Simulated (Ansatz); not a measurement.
The cluster Cu3Br4⁻, relaxed as a singlet with RKS PBE-D4/def2-SVPD in Ansatz, starting from the GFN1-xTB geometry. Force threshold 0.02 eV/Å.

Another isomer (singlet) lies 0.65 eV lower at PBE0-D4/def2-SVP; other spin states weren't run for this one.

Start:

Cartesian coordinates in Å:
```
Cu 1.668 0.507 1.117
Cu -1.812 -0.693 0.112
Cu 1.441 0.705 -1.284
Br -3.915 -1.544 0.204
Br -0.221 -0.320 2.097
Br 3.442 1.317 -0.203
Br -0.602 0.028 -2.043
```

Q: Estimate the energy that the relaxation releases and the steps that it takes.

A: 0.9 kcal/mol, in 4 steps; 27 s on 4 threads of Arm Neoverse V1 on a shared host. No frequencies were taken in this run, so the end may be a saddle point.

Q: Does the start keep its bonding and symmetry?

A: By distances, no bond broke or formed. The bond that changes most is Cu2–Br5, from 2.57 to 2.48 Å (atoms count from 1). Point group C2v at the start, C2v at the end, both within 0.05 Å; within 0.015 Å the end is Cs.

Q: Predict the relaxed structure.

A: 
```xyz
7

Cu    1.618    0.482    1.142
Cu   -1.661   -0.645    0.099
Cu    1.397    0.690   -1.313
Br   -3.819   -1.503    0.210
Br   -0.260   -0.334    2.127
Br    3.362    1.289   -0.194
Br   -0.638    0.021   -2.071
```
Bond lengths (bridged metal pairs left out): 7 × Br–Cu 2.27 to 2.49 Å.
